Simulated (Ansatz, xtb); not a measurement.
**A geometry optimisation of GeH2OSi+ with r2SCAN-D4/def2-SVP**

The starting geometry of this gas-phase doublet was built from a drawn formula by distance geometry and a force field; its bonds are those of `[O]1[SiH+][GeH]1`.

```xyz
5

Ge   -1.1745   -1.0318    0.3885
O    -2.2508    0.2047    1.0682
Si   -0.7905    1.0457    1.4570
H     0.1938    1.5922    2.3789
H    -1.0733   -0.8214   -1.1525
```

Question: Where would you expect an optimisation with r2SCAN-D4/def2-SVP to take it?

Answer: It keeps its bonds, and is `[O]1[SiH+][GeH]1`.

The energy falls by 1.52 eV over 11 steps:

```csv
step,E − E(last) (eV)
1,1.517
2,0.590
3,0.160
4,0.041
5,0.008
7,0.002
8,0.000
9,0.000
10,0.000
11,0.000
```

Final geometry (Å):

| atom | x (Å) | y (Å) | z (Å) |
| --- | --- | --- | --- |
| Ge | -1.1058 | -1.1026 | 0.2562 |
| O | -1.9732 | 0.4208 | 1.0763 |
| Si | -0.4527 | 0.7258 | 1.5731 |
| H | -0.1905 | 1.8631 | 2.5076 |
| H | -1.3730 | -0.9177 | -1.2732 |

From the same start GFN2-xTB ends elsewhere, differing in Ge1–Si3 (3.49 against 2.35 Å here).

No frequencies were run, so the end isn't proven a minimum. Open shells are spin-unrestricted. Run with Ansatz 0.2.0, 53 s on 1 thread of Intel(R) Xeon(R) 6975P-C (Granite Rapids), on a shared host.
